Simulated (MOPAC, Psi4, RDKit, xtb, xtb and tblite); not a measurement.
Two geometries of SMILES CC[SiH2][SiH2]N (C₂H₁₁NSi₂), singlet, relaxed at GFN2-xTB with one dihedral held; other torsions can differ between them too.

Structure A

```
16

C     -2.2750     0.3661     0.7992
C     -1.6562    -0.3161    -0.4147
Si     0.0776    -1.0177    -0.0456
Si     1.5172     0.6453     0.6486
N      1.3882     0.7379     2.3691
H     -1.6369     1.1743     1.1520
H     -3.2534     0.7821     0.5606
H     -2.3999    -0.3448     1.6136
H     -2.3213    -1.1108    -0.7576
H     -1.5913     0.4036    -1.2337
H      0.5396    -1.6790    -1.2771
H     -0.0961    -2.1082     0.9324
H      2.8992     0.4191     0.1753
H      1.1793     2.0105     0.2234
H      1.8984     1.4562     2.8580
H      1.4113    -0.1129     2.9076
```

Structure B

```
16

C     -2.3179     0.3380     0.7918
C     -1.6654    -0.3142    -0.4211
Si     0.0785    -0.9901    -0.0455
Si     1.5363     0.6554     0.6541
N      0.8810     1.3511     2.0956
H     -1.7106     1.1642     1.1549
H     -3.3071     0.7225     0.5450
H     -2.4293    -0.3835     1.5992
H     -2.3084    -1.1183    -0.7846
H     -1.6054     0.4185    -1.2286
H      0.5535    -1.6451    -1.2747
H     -0.0931    -2.0797     0.9347
H      2.9089     0.1350     0.8273
H      1.6668     1.8192    -0.2320
H      1.3509     2.1419     2.5073
H      0.5592     0.7390     2.8284
```

Which is lower in energy at the level PBE0-D3(BJ)/def2-TZVP // GFN2-xTB (Psi4), and by how much?

B is lower, by 1.90 kJ/mol (dihedral C2–Si3–Si4–N5: 90° in A, 60° in B).

E(B) − E(A) in kJ/mol at the other levels, on the same two geometries: GFN2-xTB (xtb and tblite) 0.24; MMFF94 // GFN2-xTB (RDKit) -2.35; PBE0/def2-TZVP // GFN2-xTB (Psi4) -1.57; PBE/def2-TZVP // GFN2-xTB (Psi4) -1.68; PBE-D3(BJ)/def2-TZVP // GFN2-xTB (Psi4) -2.05; UFF // GFN2-xTB (RDKit) -3.70; AM1, restricted, heats of formation // GFN2-xTB (MOPAC) -0.79; PM7, restricted, heats of formation // GFN2-xTB (MOPAC) -4.42; GFN1-xTB // GFN2-xTB (xtb) -0.06.
